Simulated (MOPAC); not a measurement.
A run for MOPAC: AM1 on CH4Se2 (SMILES C[Se][SeH]), a point of a torsion scan.

```
AM1 1SCF PRECISE CHARGE=0 THREADS=1
CH4Se2

C     -1.07495198 1    -0.12763470 1     0.07769425 1
Se    -0.13182226 1     1.11818001 1    -1.13533187 1
Se    -1.18342314 1     3.09192617 1    -0.66423365 1
H     -1.54982315 1    -0.90136591 1    -0.51795058 1
H     -1.81927870 1     0.42875838 1     0.63841997 1
H     -0.34892371 1    -0.57005474 1     0.75359866 1
H     -2.21934200 1     3.02693649 1    -1.69062959 1
```

It printed:

```
*******************************************************************************
 **                                                                           **
 **                              MOPAC v23.2.5                                **
 **                                                                           **
 *******************************************************************************
 ** MOPAC's Digital Object Identifier: https://doi.org/10.5281/zenodo.6511958 **
 **                                                                           **
 ** Please cite the open-source release paper for use of this MOPAC version:  **
 ** J. E. Moussa and J. J. P. Stewart (2026)                                  **
 ** MOPAC: An open-source semiempirical molecular orbital program             **
 ** J. Open Source Softw., 11(119), 8025, https://doi.org/10.21105/joss.08025 **
 *******************************************************************************

                              AM1 CALCULATION RESULTS

 *******************************************************************************
 *  AM1        - The AM1 Hamiltonian to be used
 *
 *
 *
 *                 CHARGE ON SYSTEM = 0
 *
 *
 *
 *  PRECISE    - TIGHTER CRITERIA TO BE USED
 *  1SCF       - DO 1 SCF AND THEN STOP
 *  THREADS=1  - MULTI-THREADING NOT USED
 *  T=         - A TIME OF 172800.0 SECONDS REQUESTED
 *  DUMP=N     - RESTART FILE WRITTEN EVERY 7200.0 SECONDS REQUESTED
 *******************************************************************************
AM1 1SCF PRECISE CHARGE=0 THREADS=1
 CH4Se2

   ATOM   CHEMICAL          X               Y               Z
  NUMBER   SYMBOL      (ANGSTROMS)     (ANGSTROMS)     (ANGSTROMS)

     1       C         -1.07495198  *  -0.12763470  *   0.07769425  *
     2      Se         -0.13182226  *   1.11818001  *  -1.13533187  *
     3      Se         -1.18342314  *   3.09192617  *  -0.66423365  *
     4       H         -1.54982315  *  -0.90136591  *  -0.51795058  *
     5       H         -1.81927870  *   0.42875838  *   0.63841997  *
     6       H         -0.34892371  *  -0.57005474  *   0.75359866  *
     7       H         -2.21934200  *   3.02693649  *  -1.69062959  *



          CARTESIAN COORDINATES

    NO.       ATOM           X           Y           Z

     1         C         -1.0750     -0.1276      0.0777
     2        Se         -0.1318      1.1182     -1.1353
     3        Se         -1.1834      3.0919     -0.6642
     4         H         -1.5498     -0.9014     -0.5180
     5         H         -1.8193      0.4288      0.6384
     6         H         -0.3489     -0.5701      0.7536
     7         H         -2.2193      3.0269     -1.6906

  H: (AM1): M.J.S. DEWAR ET AL, J. AM. CHEM. SOC. 107 3902-3909 (1985)
  C: (AM1): M.J.S. DEWAR ET AL, J. AM. CHEM. SOC. 107 3902-3909 (1985)
 Se: (AM1): J. J. P. STEWART, J. MOL. MOD., 10, 155-164 (2004)

           Empirical Formula: C H4 Se2  =     7 atoms



      MOLECULAR POINT GROUP   :   C1


      RHF CALCULATION, NO. OF DOUBLY OCCUPIED LEVELS = 10


 -------------------------------------------------------------------------------
 AM1 1SCF PRECISE CHARGE=0 THREADS=1
 CH4Se2



     1SCF WAS SPECIFIED, SO BFGS WAS NOT USED
     SCF FIELD WAS ACHIEVED


                              AM1 CALCULATION
                                                       MOPAC v23.2.5 Linux




          FINAL HEAT OF FORMATION =         18.34911 KCAL/MOL =      76.77268 KJ/MOL


          COSMO AREA              =        115.74 SQUARE ANGSTROMS
          COSMO VOLUME            =        103.85 CUBIC ANGSTROMS

          IONIZATION POTENTIAL    =          8.036786 EV
          HOMO LUMO ENERGIES (EV) =         -8.037 -2.172
          NO. OF FILLED LEVELS    =         10
          MOLECULAR WEIGHT        =        173.9626         POINT GROUP:  C1

          MOLECULAR DIMENSIONS (Angstroms)

            Atom       Atom       Distance
            H     7    H     6     4.73403
            H     4   Se     3     2.70393
           Se     2    H     5     2.37198


          SCF CALCULATIONS        =          1





   ATOM   CHEMICAL          X               Y               Z
  NUMBER   SYMBOL      (ANGSTROMS)     (ANGSTROMS)     (ANGSTROMS)

     1       C         -1.07495198  *  -0.12763470  *   0.07769425  *
     2      Se         -0.13182226  *   1.11818001  *  -1.13533187  *
     3      Se         -1.18342314  *   3.09192617  *  -0.66423365  *
     4       H         -1.54982315  *  -0.90136591  *  -0.51795058  *
     5       H         -1.81927870  *   0.42875838  *   0.63841997  *
     6       H         -0.34892371  *  -0.57005474  *   0.75359866  *
     7       H         -2.21934200  *   3.02693649  *  -1.69062959  *

                             CARTESIAN COORDINATES

   1    C       -1.074951980    -0.127634700     0.077694250
   2   Se       -0.131822260     1.118180010    -1.135331870
   3   Se       -1.183423140     3.091926170    -0.664233650
   4    H       -1.549823150    -0.901365910    -0.517950580
   5    H       -1.819278700     0.428758380     0.638419970
   6    H       -0.348923710    -0.570054740     0.753598660
   7    H       -2.219342000     3.026936490    -1.690629590


           Empirical Formula: C H4 Se2  =     7 atoms



      MOLECULAR POINT GROUP   :   C1


                  EIGENVALUES
 -29.11574 -20.63794 -18.74294 -14.39068 -14.26000 -12.68952 -11.88941 -10.50130
  -8.17678  -8.03679  -2.17206   0.06352   0.37207   4.17359   4.20295   4.67616


              NET ATOMIC CHARGES AND DIPOLE CONTRIBUTIONS

  ATOM NO.   TYPE          CHARGE      No. of ELECS.   s-Pop       p-Pop
    1          C          -0.312455        4.3125     1.26878     3.04367
    2         Se           0.028119        5.9719     1.97269     3.99919
    3         Se           0.014322        5.9857     1.97274     4.01294
    4          H           0.095262        0.9047     0.90474
    5          H           0.099359        0.9006     0.90064
    6          H           0.098894        0.9011     0.90111
    7          H          -0.023500        1.0235     1.02350
 DIPOLE           X         Y         Z       TOTAL
 POINT-CHG.     0.021    -0.265     0.301     0.401
 HYBRID        -0.984    -0.574    -0.014     1.139
 SUM           -0.962    -0.839     0.287     1.308


          ATOMIC ORBITAL ELECTRON POPULATIONS

     Atom    s        px        py        pz
    1  C   1.26878   1.02433   1.00886   1.01048
    2 Se   1.97269   1.41850   1.05005   1.53064
    3 Se   1.97274   1.39282   1.20034   1.41978
    4  H   0.90474
    5  H   0.90064
    6  H   0.90111
    7  H   1.02350

 **********************
 *                    *
 * JOB ENDED NORMALLY *
 *                    *
 **********************




 == MOPAC DONE ==
```

The run finished.

Cost: roughly 0.04 core-seconds.
